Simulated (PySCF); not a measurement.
GeHIS, SMILES [SH][Ge][I] (connectivity only; charge and spin as stated), neutral, multiplicity 1.

The structure is a stationary point at PBE0-D3(BJ)/def2-SVP. The def2 effective core potentials stand for the cores of I; spin–orbit coupling is left out. The values are those of a single conformer.

All values below come from TDA-ωB97X/def2-SVPD (PySCF 2.14.0).

Vertical excitations. The molecule is in vacuum. State labels are in the subgroup Cs.

| state | symmetry | energy (eV) | λ (nm) | f | main pairs |
|---|---|---|---|---|---|
| S1 | A" | 3.39 | 366 | 0.010 | HOMO→LUMO 96 % |
| S2 | A" | 4.28 | 290 | 0.004 | HOMO−2→LUMO 97 % |
| S3 | A' | 4.38 | 283 | 0.051 | HOMO−1→LUMO 90 % |
| S4 | A' | 5.17 | 240 | 0.064 | HOMO→LUMO+1 56 %, HOMO−3→LUMO 31 % |
| S5 | A' | 5.39 | 230 | 0.038 | HOMO−3→LUMO 47 %, HOMO→LUMO+1 24 %, HOMO−2→LUMO+1 15 % |
| S6 | A" | 5.47 | 227 | 0.002 | HOMO−4→LUMO 95 % |
| S7 | A" | 5.58 | 222 | 0.003 | HOMO−1→LUMO+1 89 % |
| S8 | A' | 6.18 | 201 | 0.208 | HOMO−2→LUMO+1 52 %, HOMO→LUMO+2 16 %, HOMO−3→LUMO 9 % |
| S9 | A" | 6.49 | 191 | 0.004 | HOMO−1→LUMO+2 36 %, HOMO−3→LUMO+1 17 %, HOMO−1→LUMO+3 14 %, HOMO−3→LUMO+2 8 % |
| S10 | A' | 6.53 | 190 | 0.317 | HOMO→LUMO+2 59 %, HOMO−2→LUMO+1 16 % |
| T1 | A" | 2.51 | 495 | 0 | HOMO→LUMO 83 %, HOMO−2→LUMO 14 % |
| T2 | A' | 3.67 | 338 | 0 | HOMO−1→LUMO 90 % |
| T3 | A" | 4.06 | 305 | 0 | HOMO−2→LUMO 84 %, HOMO→LUMO 14 % |
| T4 | A' | 4.41 | 281 | 0 | HOMO−3→LUMO 75 %, HOMO→LUMO+1 15 % |
Triplets are in the Tamm–Dancoff approximation.
